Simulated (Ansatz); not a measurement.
Isolated molecules relaxed with PBE0-D4/def2-TZVP in Ansatz; ΔE leaves out vibrations. CBS: MP2 limit from def2 TZ/QZ plus the TZ coupled-cluster correction, frozen cores. This one scheme is used for every species. Functionals use def2-TZVPP. def2 core potentials past Kr. For Sn outer-core shells are correlated without core-valence functions, which leaves a few kJ/mol of doubt a bond. Each species was taken in one conformer, which may not be the lowest.

Reaction (formal exchange of groups at the Sn–Cl bond): `[F][Sn][Cl]` + `CC(C)CCCl` → `C[CH](C)[Sn][F]` + `ClCCCl`

```
          level  ΔE (kcal/mol)  difference from CCSD(T)/CBS
         PBE-D4           48.8                         -0.8
      r2SCAN-D4           51.1                          1.5
        PBE0-D4           50.0                          0.4
        ωB97M-V           50.5                          0.9
            PBE           48.7                         -0.9
  HF/def2-TZVPP           52.3                          2.7
 MP2/def2-TZVPP           49.5                         -0.1
CCSD/def2-TZVPP           49.0                         -0.6
   HF/CBS(def2)           52.7                          3.1
  MP2/CBS(def2)           50.5                          0.9
    CCSD(T)/CBS           49.6                            0
```

Largest T1 diagnostic among the species: 0.016.

From PBE to PBE0 (25 % exact exchange), in def2-TZVPP and without D4, ΔE moves by +1.1 kcal/mol. In def2-TZVPP, CCSD(T) changes the Hartree–Fock value by −3.7 kcal/mol (the triples alone add −0.5 kcal/mol) and MP2 by −2.8 kcal/mol.
